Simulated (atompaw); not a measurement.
## Pseudopotential generation for cerium: PAW (atompaw), PBE, scalar-relativistic.

- Element: Ce
- Generator: atompaw 4.2.0.5
- Type: PAW
- Functional: PBE
- Relativity: scalar-relativistic
- Frozen core: [Xe]
- Valence charge: 4
- Reference configuration: 4f1 5d1 6s2 6p0
- Partial waves: 6s (bound): rc 3.00 bohr; 6s channel at 0.15 Ry: rc 3.00 bohr; 6p (bound, empty): rc 3.00 bohr; 6p channel at 3.1 Ry: rc 3.00 bohr; 5d (bound): rc 3.00 bohr; 5d channel at 3.05 Ry: rc 3.00 bohr; 4f (bound): rc 0.85 bohr; 4f channel at 4.7 Ry: rc 0.85 bohr
- Local potential: ultrasoft scheme with l = 4 at -0.5 Ry, radius 2.70 bohr
- Core correction: smooth core density matched at 1.70 bohr
- Augmentation charge: besselshape compensation charge, radius 2.95 bohr; PAW radius 3.00 bohr; waves and projectors: custom polynom vanderbiltortho

All-electron outer shells of the reference configuration (PBE, scalar-relativistic, ld1.x):

| shell | level (eV) | outermost node (bohr) | outermost maximum (bohr) |
| --- | --- | --- | --- |
| 5s | -40.59 | 0.75 | 1.37 |
| 5p | -23.22 | 0.81 | 1.55 |
| 4f | -5.38 | – | 0.71 |
| 6s | -3.74 | 1.82 | 3.72 |
| 5d | -3.06 | 0.92 | 2.15 |
| 6p | -1.35 | 2.16 | 4.90 |

Results:

```
Cutoffs needed                                           : 160 Ry and 260 Ry (the cutoffs (Ry, on a coarse ladder) from which the occupation-weighted sum of valence levels, in a spherical-Bessel basis at the reference potential, stays within 10 and 1 mRy of its value at 400 Ry)
Ghost test                                               : ghost states, extra bound levels that the all-electron valence spectrum of the same l lacks: s at -43.2 eV, p at -23.9 eV; a true bound ghost makes a file unfit for plane-wave use (spherical-Bessel basis up to 400 Ry, 20 bohr box)
Lowest eigenvalue of the overlap operator                : 0.53 (p channel)
Overlap eigenvalues printed by atompaw (projector basis) : 0.202, 1.55, 2.55, 4.22, 7.23, 19.8, 248, 557
Share of each valence orbital outside the PAW sphere     : 6s 83 %, 6p 95 %, 5d 40 %, 4f 2 %
```

Generation and tests took about 9.1 s on one core of a shared server CPU.
